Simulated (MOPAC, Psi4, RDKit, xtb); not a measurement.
Two geometries of SMILES [SiH2](O)[SiH2]C(=O)O (CH6O3Si2), relaxed at B3LYP-D3(BJ)/def2-SVP with one dihedral held; other torsions can differ between them too.

Structure A

```
12

O      1.1383    -1.0528     0.9233
C      1.4155    -0.1023     0.2234
O      2.5934    -0.0943    -0.4350
Si     0.0483     1.2367    -0.1585
Si    -1.8485    -0.1592    -0.3007
O     -1.6772    -1.1992     0.9837
H      2.8281     0.8117    -0.6867
H      0.0051     2.1448     1.0242
H      0.4559     2.0269    -1.3602
H     -3.1199     0.5984    -0.1569
H     -1.8368    -0.8321    -1.6353
H     -0.7424    -1.3962     1.1894
```

Structure B

```
12

O     -1.3292    -1.1540     0.7800
C     -1.5467    -0.1623     0.1067
O     -2.6839    -0.0279    -0.5951
Si    -0.1400     1.1295    -0.2497
Si     1.6884    -0.3545    -0.4317
O      1.4921    -1.4089     0.8397
H     -3.0739    -0.9165    -0.7039
H     -0.0227     1.9823     0.9684
H     -0.4998     1.9744    -1.4220
H      2.9966     0.3402    -0.2981
H      1.6361    -1.0152    -1.7727
H      0.5533    -1.5626     1.0604
```

Question: Which is lower in energy at the level DF-MP2 (frozen core)/cc-pVTZ // B3LYP-D3(BJ)/def2-SVP (Psi4), and by how much?

Answer: B is lower, by 3.11 kcal/mol (dihedral Si4–C2–O3–H7: 30° in A, 150° in B).

E(B) − E(A) in kcal/mol at the other levels, on the same two geometries: MMFF94 // B3LYP-D3(BJ)/def2-SVP (RDKit) -6.29; B3LYP/def2-TZVP // B3LYP-D3(BJ)/def2-SVP (Psi4) -2.95; B3LYP-D3(BJ)/def2-TZVP // B3LYP-D3(BJ)/def2-SVP (Psi4) -2.83; PBE/def2-TZVP // B3LYP-D3(BJ)/def2-SVP (Psi4) -2.39; PBE-D3(BJ)/def2-TZVP // B3LYP-D3(BJ)/def2-SVP (Psi4) -2.33; HF/cc-pVTZ // B3LYP-D3(BJ)/def2-SVP (Psi4) -3.91; UFF // B3LYP-D3(BJ)/def2-SVP (RDKit) -0.18; PM3, restricted, heats of formation // B3LYP-D3(BJ)/def2-SVP (MOPAC) -3.67; PM6, restricted, heats of formation // B3LYP-D3(BJ)/def2-SVP (MOPAC) -8.39; GFN1-xTB // B3LYP-D3(BJ)/def2-SVP (xtb) -6.82.
